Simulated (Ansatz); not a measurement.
Total energies of Hf(OH)4 (HfO₄H₄) from Ansatz at PBE-D4/def2-TZVP, gas phase (1 Eh = 27.2114 eV = 2625.5 kJ/mol). The reference geometry is relaxed at PBE0-D4/def2-SVP.

```xyz
9

Hf    0.000    0.000    0.000
O     0.163    1.500   -1.206
H     0.242    2.245   -1.794
O    -1.600   -0.995   -0.423
H    -2.390   -1.481   -0.640
O    -0.103    0.645    1.818
H    -0.147    0.959    2.716
O     1.541   -1.149   -0.188
H     2.295   -1.723   -0.283
```

```json
{"state": "charge 0 singlet", "geometry": "reference", "energy (Eh)": "-351.43738"}
{"state": "charge 1 doublet", "geometry": "reference", "energy (Eh)": "-351.08130"}
{"state": "free Hf atom (triplet)", "geometry": "–", "energy (Eh)": "-47.87200"}
{"state": "free O atom (triplet)", "geometry": "–", "energy (Eh)": "-75.00967"}
{"state": "free H atom (doublet)", "geometry": "–", "energy (Eh)": "-0.49962"}
```

In the def2 sets Hf takes a core potential; there is no spin–orbit coupling.

Task: Work out the vertical ionisation energy to the doublet.

Result: E(charge 1 doublet) − E(charge 0 singlet) = -351.08130 − (-351.43738) = 0.35608 Eh = 9.69 eV. For comparison, −ε of the highest occupied level is 6.73 eV at this level, 2.96 eV less.

Task: What is the binding energy per atom against free atoms?

Result: Atoms: 1 × (-47.87200) + 4 × (-75.00967) + 4 × (-0.49962) = -349.90916 Eh. Binding: -349.90916 − (-351.43738) = 1.52822 Eh = 41.59 eV, or 4.62 eV for each of 9 atoms (no zero-point energy, no counterpoise term).

At PBE-D4/def2-TZVP the gap within one spin of the charge 1 doublet nearly closes, so an electron or hole may be smeared out by delocalisation error.
